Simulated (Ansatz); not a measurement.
CH6NNbO2 (`[CH3][Nb]([NH2])(=[O])[OH]`), relaxed with RKS PBE-D4/def2-SVP in the Gaussian-basis code of Ansatz from a rough embedded geometry. The force threshold is 0.03 eV/Å; the program also tests the step.

Charge 0, multiplicity 1. Nb: def2 effective core potential.

Start:

```xyz
11

C     0.595   -0.740    1.289
Nb   -0.616    0.524   -0.005
N     0.587    1.145   -1.590
O    -1.249    2.022    0.838
O    -2.198   -0.555   -0.727
H     0.359   -0.437    2.414
H     1.658   -0.566    1.122
H     0.300   -1.766    1.173
H     1.574    1.405   -1.211
H     0.741    0.346   -2.245
H    -1.751   -1.378   -1.057
```

Q: By how much does the energy fall, and how many steps does the optimiser take? (An estimate is asked.)

A: Ansatz gave: 33.83 kcal/mol, in 25 steps, 4 of them rejected.

Q: Which bonds change most? (An estimate is asked.)

A: Computed: Nb2–O5 from 2.047 to 1.917 Å; Nb2–O4 from 1.831 to 1.719 Å; Nb2–N3 from 2.085 to 1.980 Å; C1–H6 from 1.188 to 1.112 Å.

Q: Give the relaxed structure. (An estimate is asked.)

A: Computed: 
```xyz
11

C     0.610   -0.726    1.403
Nb   -0.484    0.351   -0.138
N     0.846    0.861   -1.514
O    -1.024    1.790    0.632
O    -1.864   -0.821   -0.767
H    -0.089   -0.994    2.226
H     1.422   -0.108    1.841
H     1.055   -1.662    1.003
H     1.226    1.804   -1.651
H     1.135    0.261   -2.295
H    -2.834   -0.755   -0.741
```
